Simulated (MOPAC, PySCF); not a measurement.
[Sc(NH2)(Br)2], neutral singlet in the gas phase. 

Z-matrix (Å, degrees):
```
Sc
N 1 1.9324
H 2 1.0295 1 125.90
H 2 1.0295 3 108.27 1 -179.91
Br 1 2.4601 2 115.40 3 -0.12
Br 1 2.4606 2 115.59 3 -179.93
```
Charge 0, multiplicity 1.

All levels are single points at this geometry (BP86-D3(BJ)/def2-SVP); Pople sets use spherical d functions. Orbital energies aren't observables, and empty levels follow the basis.

PM6 in MOPAC gives gap (eV) = 8.45.

### Question
Estimate the gap (eV) from each of these levels: B3LYP-D3(BJ)/def2-TZVP in PySCF; PBE-D3(BJ)/def2-TZVP in PySCF; TPSSh-D3(BJ)/def2-TZVP in PySCF; B3LYP/6-31G* (LANL2DZ on Sc) in PySCF; B3LYP/LANL2DZ in PySCF; PBE/6-31G* (LANL2DZ on Sc) in PySCF; HF/3-21G in PySCF; HF/6-31G* (LANL2DZ on Sc) in PySCF.

### Answer

```tsv
level	gap (eV)
B3LYP-D3(BJ)/def2-TZVP in PySCF	5.06
PBE-D3(BJ)/def2-TZVP in PySCF	3.38
TPSSh-D3(BJ)/def2-TZVP in PySCF	4.51
B3LYP/6-31G* (LANL2DZ on Sc) in PySCF	4.85
B3LYP/LANL2DZ in PySCF	4.83
PBE/6-31G* (LANL2DZ on Sc) in PySCF	3.22
HF/3-21G in PySCF	11.29
HF/6-31G* (LANL2DZ on Sc) in PySCF	11.37
```
